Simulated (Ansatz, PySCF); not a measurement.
C$_{3}$H$_{9}$BO$_{3}$, triplet, at a GFN2-xTB geometry (a higher spin typed on purpose: for a closed-shell molecule this is an excited state). Base run: PySCF with CCSD(T)/STO-3G.

Input for PySCF:
```python
from pyscf import gto, scf, cc

mol = gto.Mole()
mol.atom = '''
    B    -0.50037593    0.35513547    0.52856543
    O     0.88825787    0.87656239    0.24811179
    C     1.08572997    2.22826773    0.07685660
    H     0.86040822    2.79175450    0.99271732
    H     2.12597834    2.38737002   -0.22267060
    H     0.43259254    2.61507008   -0.71802856
    O    -0.43931359   -0.97239146    1.10454057
    C     0.71266937   -1.72533019    0.93342794
    H     1.58828818   -1.15805606    1.27703718
    H     0.60419229   -2.65897979    1.48994227
    H     0.89283781   -1.95286996   -0.13068918
    O    -0.99676070    0.32710654   -0.91042295
    C    -1.14672262   -0.85682507   -1.59046218
    H    -0.16750167   -1.31479700   -1.82019329
    H    -1.73558629   -1.58554706   -1.01973395
    H    -1.62685866   -0.62651693   -2.54797756
'''
mol.basis = 'sto-3g'
mol.spin = 2
mol.verbose = 4
mol.build()

mf = scf.UHF(mol)
mf.kernel()

mycc = cc.CCSD(mf)
mycc.kernel()
et = mycc.ccsd_t()
print('E(CCSD(T)) = %.10f' % (mycc.e_tot + et))
```

The same geometry, method and basis name were run in Ansatz (a first-principles code) and PySCF, at each program's defaults and at the settings that a row names. The base is PySCF at its defaults. Differences at the defaults can come from grids, fitting, cores and function types together.

```json
[
 {"code and settings": "PySCF, defaults (exact integrals, spherical functions, all electrons correlated)", "ΔE vs base (µEh)": "0.0", "basis functions": "44", "E (Eh)": "-363.68800", "SCF cycles": "23", "SCF-reference dipole (D)": "2.82"},
 {"code and settings": "Ansatz, defaults (factorised integrals, spherical functions, frozen core)", "ΔE vs base (µEh)": "2041", "basis functions": "44", "E (Eh)": "-363.68596", "SCF cycles": "-", "SCF-reference dipole (D)": "-"},
 {"code and settings": "PySCF, frozen core", "ΔE vs base (µEh)": "2009", "basis functions": "44", "E (Eh)": "-363.68599", "SCF cycles": "23", "SCF-reference dipole (D)": "2.82"},
 {"code and settings": "Ansatz, high accuracy, frozen core", "ΔE vs base (µEh)": "2009", "basis functions": "44", "E (Eh)": "-363.68599", "SCF cycles": "-", "SCF-reference dipole (D)": "-"}
]
```

Open shells are given as the SCF converged; they aren't shown to be the lowest states, and a large step between rows can be another state.

Ansatz warned in this series: the state or the total is in doubt.
